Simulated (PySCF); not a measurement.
A structure optimised at ωB97X-D3(BJ)/def2-SVP, used in a PySCF frequency run:

```
C
H 1 1.0987
C 1 1.5421 2 116.22
C 3 1.3363 1 107.29 2 -162.66
H 4 1.0914 3 128.11 1 -176.76
H 3 1.0916 4 127.82 5 0.32
C 4 1.5419 5 124.67 3 -176.53
H 7 1.0972 4 116.85 5 -19.72
C 7 1.5286 8 117.20 4 -128.22
C 9 1.3261 7 111.13 8 -163.03
H 10 1.0906 9 130.60 7 -175.12
C 1 1.5552 2 117.62 3 -116.31
H 12 1.1000 1 113.27 2 -63.79
H 12 1.1011 13 110.83 1 -128.63
```
Charge 0, spin multiplicity 2.

Q: Write its SMILES and formula.

A: [C]1=CC2C=CC1C2, C₇H₇

Q: What are its rotational constants (standard atomic weights)?

A: 4.4183, 3.7217, 3.2864 GHz
